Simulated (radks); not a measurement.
Values are calculated unless marked as measured or tabulated.
Mg5+, configuration [He] 2s2 2p3 (the NIST ground configuration).

Code: a radial shooting solver on a logarithmic mesh with Libxc functionals. Model: Dirac Kohn-Sham, PBE, spin-unpolarised, spherical densities, point nucleus; open shells fill j = l - 1/2 first.

Energy parts (hartree):
total: -186.96197
kinetic: 187.42616
electron-nucleus: -416.40643
Hartree: 54.84768
exchange-correlation: -12.82938

Orbitals (lengths in bohr, moments of r in powers of bohr; <r^-3> diverges for s and p1/2):
| orbital | occ. | eigenvalue (hartree) | <r^-3> | small-component weight |
|---|---|---|---|---|
| 1s1/2 | 2 | -51.65502 | - | 1.80e-03 |
| 2s1/2 | 2 | -7.16003 | - | 2.86e-04 |
| 2p1/2 | 2 | -6.04833 | - | 2.70e-04 |
| 2p3/2 | 1 | -6.03371 | 34.25 | 2.69e-04 |

The highest occupied level is 2p3/2 at -164.19 eV. The density falls to 0.001 e/bohr^3 at r = 1.77 bohr. Summed over all electrons, <r^2> = 2.200 bohr^2, which gives a Langevin (diamagnetic) susceptibility term of -1.74 x 10^-6 cm^3/mol.
